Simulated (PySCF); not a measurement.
# How methods differ on the ionisation energy of Co

Co [Ar] 3d7 4s2 [3d3/2^4 3d5/2^3, M_J = 9/2] → Co⁺ [Ar] 3d8 [3d3/2^4 3d5/2^4, M_J = 4], as a difference of total energies. Computed with PySCF 2.14 in x2c-TZVPall-2c (6s7p4d1f, 54 functions), with the two-component X2C-1e Hamiltonian. Correlated levels: [Ne] frozen; the 6 highest virtual spinors dropped. "Screened" scales the spin-orbit matrix elements by Boettger's factors to mimic the two-electron term; Breit and QED terms are absent.

```
                    method  ionisation energy (eV)
           GHF (spin-free)                   8.268
          GMP2 (spin-free)                   7.110
 GHF (screened spin-orbit)                   8.279
GMP2 (screened spin-orbit)                   7.122
```

Task: How much does correlation contribute at GMP2 (screened spin-orbit)?

Result: 7.122 − (8.279) = -1.157 eV, measured against GHF (screened spin-orbit).

Errors of the correlated levels include the incompleteness of this basis and the frozen core.

The labels give the starting determinants; with spin-orbit coupling the two ends relaxed to ⟨J²⟩ = 24.76, ⟨L²⟩ = 12.02, ⟨S²⟩ = 3.76 and ⟨J²⟩ = 20.01, ⟨L²⟩ = 12.01, ⟨S²⟩ = 2.01.

MP2 underrates the near-degeneracy of ns² with np² in the lower species.

For comparison: 7.881 eV (measured; NIST Atomic Spectra Database, ionization energies).
